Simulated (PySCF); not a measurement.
A side-by-side comparison of computed properties.

First species: C₇H₁₁ClSi₂.
SMILES: `C#C[Si@@](C#C[SiH3])(CC)CCl`

Second species: C6H9FO3S.
SMILES: `CO[C@@H]1C=C(F)[C@H](C)S1(=O)=O`

Levels: PBE0/pcSseg-1 for HOMO energy, LUMO energy and HOMO–LUMO gap. Geometries: GFN2-xTB. Each species is one conformer at its optimised geometry, gas phase, non-relativistic unless stated; the electronic structure was computed with PySCF and density fitting.

Dipoles, sizes and rotational constants follow the conformer. The torsions of the flexible species, by atom-mapped SMILES:
- `[CH:1]#[C:2][Si@@:3]([C:4]#[C:5][SiH3:6])([CH2:7][CH3:8])[CH2:9][Cl:10]`: C2–Si3–C7–C8 178°, C2–Si3–C9–Cl10 -69°

The conformers of `CO[C@@H]1C=C(F)[C@H](C)S1(=O)=O` aren't listed.

Values for the first species:

| Item | Value |
| --- | --- |
| HOMO energy | -7.81 eV |
| LUMO energy | -0.80 eV |
| HOMO–LUMO gap | 7.01 eV |

(1) Estimate the same properties for the second species, and the change in each.

Answers

(1) 
| property | first | second | second less first |
| --- | --- | --- | --- |
| HOMO energy | -7.81 eV | -7.58 eV | +0.23 eV |
| LUMO energy | -0.80 eV | -0.73 eV | +0.07 eV |
| HOMO–LUMO gap | 7.01 eV | 6.85 eV | -0.16 eV |

